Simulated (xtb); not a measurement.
hexachlorodisilane (Cl6Si2), singlet, geometry from GFN2-xTB. Base run: GFN0-xTB (xtb).

Input for xtb:
```
$ xtb mol.xyz --gfn 0 --json

# file mol.xyz
8

Cl     2.10500227    -0.48858342    -1.56076457
Si     1.15002808    -0.11759071     0.17786792
Cl     1.92269327     1.56678871     0.97681015
Cl     1.52221827    -1.64568561     1.44232616
Si    -1.15002808     0.11759071    -0.17786792
Cl    -1.52391777     1.66420617    -1.41909364
Cl    -1.91738160    -1.55604237    -1.00404894
Cl    -2.10861444     0.45931652     1.56477085
```

Each row names what was changed in the base input (with any setting that the change needs).

| change | ΔE vs base (kcal/mol) | HOMO-LUMO gap (eV) |
|---|---|---|
| base | 0.000 | 4.21 |
| etemp = 1000 | 0.000 | 4.21 |
| acc = 30 | 0.000 | 4.21 |
| acc = 0.0001 | 0.000 | 4.21 |
